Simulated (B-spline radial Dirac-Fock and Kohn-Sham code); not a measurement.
**Relativistic shifts of the levels of Pm¹⁷⁺**

System: promethium as Pm¹⁷⁺ in the configuration [Kr] 4d8.

Both columns are ΔSCF binding energies of the configuration average from a radial finite-basis atomic code: non-relativistic Hartree-Fock with a point nucleus, and Dirac-Fock with a finite nucleus and the Coulomb interaction alone, averaged over the two j levels with weights 2j+1.

```
shell  Hartree-Fock (eV)  Dirac-Fock (eV)  shift (eV)  shift (%)
   1s            43360.2          45787.0    +2426.79      +5.60
   2s             7255.7           7874.0     +618.32      +8.52
   2p             6887.0           7080.6     +193.62      +2.81
   3s             1929.6           2072.9     +143.31      +7.43
   3p             1767.3           1816.7      +49.42      +2.80
   4s              686.8            724.1      +37.28      +5.43
   4p              620.0            632.7      +12.75      +2.06
   4d              503.7            501.3       -2.37      -0.47
```

Relativity binds 1s, 2s, 2p, 3s, 3p, 4s, 4p more strongly, among those listed most of all 2s in relative terms, and 4d more weakly, because the contracted s and p shells screen the nucleus better.

Values without a named source are computed, but for edge energies of neutral atoms, which are taken from tables.
